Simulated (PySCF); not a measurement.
**Ir⁺: interval between two levels**

Ir⁺ [Xe] 4f14 5d7 6s1 [5F5, M_J = 5] → Ir⁺ [Xe] 4f14 5d6 6s2 [5D4, M_J = 4], as a difference of total energies. Calculation: PySCF 2.14, in x2c-TZVPall-2c; the two-component X2C-1e Hamiltonian. Correlated levels: [Kr] 4d10 4f14 frozen; the 34 highest virtual spinors dropped. "Screened" scales the spin-orbit matrix elements by Boettger's factors to mimic the two-electron term; Breit and QED terms are absent.

| method | interval between two levels (cm⁻¹) |
| --- | --- |
| GHF (screened spin-orbit) | 20556 |
| GMP2 (screened spin-orbit) | 17074 |

Errors of the correlated levels include the incompleteness of this basis and the frozen core.

The labels give the starting determinants; with spin-orbit coupling the two ends relaxed to ⟨J²⟩ = 30.01, ⟨L²⟩ = 12.79, ⟨S²⟩ = 5.84 and ⟨J²⟩ = 20.04, ⟨L²⟩ = 6.92, ⟨S²⟩ = 5.70.

For comparison: 17210 cm⁻¹ (measured; NIST Handbook of Basic Atomic Spectroscopic Data (Sansonetti and Martin, J. Phys. Chem. Ref. Data 34, 1559 (2005))).
